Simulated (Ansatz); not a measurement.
Species: GaH, net charge 0, singlet state. 
Structure (B3LYP-D3(BJ)/def2-TZVP (Ansatz, a first-principles code) minimum search):
```
Ga
H 1 1.6890
```

Basis-set convergence of Hartree-Fock and MP2 correlation energies (hartree) with Ansatz. Valence correlation only, unless marked. No spin-orbit coupling. The frozen core is the preceding noble-gas configuration, with the filled d and f shells of earlier blocks. No relativistic terms.

| basis | functions | E(HF) | E(corr, MP2) |
|---|---|---|---|
| aug-cc-pVDZ | 45 | -1923.76720 | -0.05236 |
| aug-cc-pVTZ | 82 | -1923.83759 | -0.06051 |
| aug-cc-pVQZ | 139 | -1923.84013 | -0.06405 |

Extrapolating the two largest sets (X = 3 and 4) as X^-3: E(corr) = (64·(-0.06405) - 27·(-0.06051))/37 = -0.0666 Eh, an estimate of the basis-set limit. The largest set recovers 96.1 % of it, the smallest 78.6 %.
